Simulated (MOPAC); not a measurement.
A run for MOPAC: PM7 on C2H3BO2 (SMILES C#CB(O)O), a point of a torsion scan.

```
PM7 1SCF PRECISE CHARGE=0 THREADS=1
C2H3BO2

C      1.91616968 1     0.41551667 1     0.17993596 1
C      0.77174003 1     0.06711852 1     0.06443381 1
B     -0.69580370 1    -0.35193280 1    -0.12756699 1
O     -1.20295851 1    -1.32019414 1     0.66487100 1
O     -1.52974570 1     0.32942850 1    -0.96248377 1
H      2.91944667 1     0.71002646 1     0.29458276 1
H     -1.97322457 1    -1.76681108 1     0.31668502 1
H     -1.13924702 1     1.04217406 1    -1.46374120 1
```

Output:

```
*******************************************************************************
 **                                                                           **
 **                              MOPAC v23.2.5                                **
 **                                                                           **
 *******************************************************************************
 ** MOPAC's Digital Object Identifier: https://doi.org/10.5281/zenodo.6511958 **
 **                                                                           **
 ** Please cite the open-source release paper for use of this MOPAC version:  **
 ** J. E. Moussa and J. J. P. Stewart (2026)                                  **
 ** MOPAC: An open-source semiempirical molecular orbital program             **
 ** J. Open Source Softw., 11(119), 8025, https://doi.org/10.21105/joss.08025 **
 *******************************************************************************

                              PM7 CALCULATION RESULTS

 *******************************************************************************
 *  PM7        - The PM7 Hamiltonian to be used
 *
 *
 *
 *                 CHARGE ON SYSTEM = 0
 *
 *
 *
 *  PRECISE    - TIGHTER CRITERIA TO BE USED
 *  1SCF       - DO 1 SCF AND THEN STOP
 *  THREADS=1  - MULTI-THREADING NOT USED
 *  T=         - A TIME OF 172800.0 SECONDS REQUESTED
 *  DUMP=N     - RESTART FILE WRITTEN EVERY 7200.0 SECONDS REQUESTED
 *******************************************************************************
PM7 1SCF PRECISE CHARGE=0 THREADS=1
 C2H3BO2

   ATOM   CHEMICAL          X               Y               Z
  NUMBER   SYMBOL      (ANGSTROMS)     (ANGSTROMS)     (ANGSTROMS)

     1       C          1.91616968  *   0.41551667  *   0.17993596  *
     2       C          0.77174003  *   0.06711852  *   0.06443381  *
     3       B         -0.69580370  *  -0.35193280  *  -0.12756699  *
     4       O         -1.20295851  *  -1.32019414  *   0.66487100  *
     5       O         -1.52974570  *   0.32942850  *  -0.96248377  *
     6       H          2.91944667  *   0.71002646  *   0.29458276  *
     7       H         -1.97322457  *  -1.76681108  *   0.31668502  *
     8       H         -1.13924702  *   1.04217406  *  -1.46374120  *



          CARTESIAN COORDINATES

    NO.       ATOM           X           Y           Z

     1         C          1.9162      0.4155      0.1799
     2         C          0.7717      0.0671      0.0644
     3         B         -0.6958     -0.3519     -0.1276
     4         O         -1.2030     -1.3202      0.6649
     5         O         -1.5297      0.3294     -0.9625
     6         H          2.9194      0.7100      0.2946
     7         H         -1.9732     -1.7668      0.3167
     8         H         -1.1392      1.0422     -1.4637

 General Reference for PM7:
 "Optimization of Parameters for Semiempirical Methods VI: More Modifications to the
 NDDO Approximations and Re-optimization of Parameters", J. J. P. Stewart, J. Mol. Mod., 1:32, 19 (2013)
 https://link.springer.com/article/10.1007/s00894-012-1667-x

           Empirical Formula: C2 H3 O2 B  =     8 atoms



      MOLECULAR POINT GROUP   :   C1


      RHF CALCULATION, NO. OF DOUBLY OCCUPIED LEVELS = 13


 -------------------------------------------------------------------------------
 PM7 1SCF PRECISE CHARGE=0 THREADS=1
 C2H3BO2



     1SCF WAS SPECIFIED, SO BFGS WAS NOT USED
     SCF FIELD WAS ACHIEVED


                              PM7 CALCULATION
                                                       MOPAC v23.2.5 Linux




          FINAL HEAT OF FORMATION =        -94.04001 KCAL/MOL =    -393.46342 KJ/MOL


          COSMO AREA              =        108.47 SQUARE ANGSTROMS
          COSMO VOLUME            =         89.99 CUBIC ANGSTROMS

          IONIZATION POTENTIAL    =         11.176176 EV
          HOMO LUMO ENERGIES (EV) =        -11.176 -0.336
          NO. OF FILLED LEVELS    =         13
          MOLECULAR WEIGHT        =         69.8545         POINT GROUP:  C1

          MOLECULAR DIMENSIONS (Angstroms)

            Atom       Atom       Distance
            H     7    H     6     5.48393
            H     8    O     4     2.97212
            O     5    H     7     0.30250


          SCF CALCULATIONS        =          1





   ATOM   CHEMICAL          X               Y               Z
  NUMBER   SYMBOL      (ANGSTROMS)     (ANGSTROMS)     (ANGSTROMS)

     1       C          1.91616968  *   0.41551667  *   0.17993596  *
     2       C          0.77174003  *   0.06711852  *   0.06443381  *
     3       B         -0.69580370  *  -0.35193280  *  -0.12756699  *
     4       O         -1.20295851  *  -1.32019414  *   0.66487100  *
     5       O         -1.52974570  *   0.32942850  *  -0.96248377  *
     6       H          2.91944667  *   0.71002646  *   0.29458276  *
     7       H         -1.97322457  *  -1.76681108  *   0.31668502  *
     8       H         -1.13924702  *   1.04217406  *  -1.46374120  *

                             CARTESIAN COORDINATES

   1    C        1.916169680     0.415516670     0.179935960
   2    C        0.771740030     0.067118520     0.064433810
   3    B       -0.695803700    -0.351932800    -0.127566990
   4    O       -1.202958510    -1.320194140     0.664871000
   5    O       -1.529745700     0.329428500    -0.962483770
   6    H        2.919446670     0.710026460     0.294582760
   7    H       -1.973224570    -1.766811080     0.316685020
   8    H       -1.139247020     1.042174060    -1.463741200


           Empirical Formula: C2 H3 O2 B  =     8 atoms



      MOLECULAR POINT GROUP   :   C1


                  EIGENVALUES
 -29.76019 -29.61085 -25.91875 -19.25789 -18.33700 -17.54210 -15.20170 -14.10513
 -13.18330 -12.49635 -11.82523 -11.21789 -11.17618  -0.33634   1.48419   2.23964
   2.47157   2.99077   3.75414   5.68828   5.99290   6.26920   7.22535


              NET ATOMIC CHARGES AND DIPOLE CONTRIBUTIONS

  ATOM NO.   TYPE          CHARGE      No. of ELECS.   s-Pop       p-Pop
    1          C          -0.226662        4.2267     1.14836     3.07830
    2          C          -0.119103        4.1191     1.16806     2.95104
    3          B           0.532508        2.4675     0.67676     1.79074
    4          O          -0.499421        6.4994     1.75559     4.74383
    5          O          -0.560495        6.5605     1.75791     4.80258
    6          H           0.182854        0.8171     0.81715
    7          H           0.339621        0.6604     0.66038
    8          H           0.350697        0.6493     0.64930
 DIPOLE           X         Y         Z       TOTAL
 POINT-CHG.     0.123     0.386    -1.253     1.317
 HYBRID        -0.172     0.029    -0.243     0.299
 SUM           -0.049     0.415    -1.496     1.553


          ATOMIC ORBITAL ELECTRON POPULATIONS

     Atom    s        px        py        pz
    1  C   1.14836   1.04377   1.02265   1.01188
    2  C   1.16806   1.01980   0.96456   0.96668
    3  B   0.67676   0.73136   0.56002   0.49935
    4  O   1.75559   1.53410   1.59624   1.61349
    5  O   1.75791   1.64542   1.53814   1.61903
    6  H   0.81715
    7  H   0.66038
    8  H   0.64930

 **********************
 *                    *
 * JOB ENDED NORMALLY *
 *                    *
 **********************




 == MOPAC DONE ==
```

The run finished.

Cost: roughly 0.020 core-seconds.
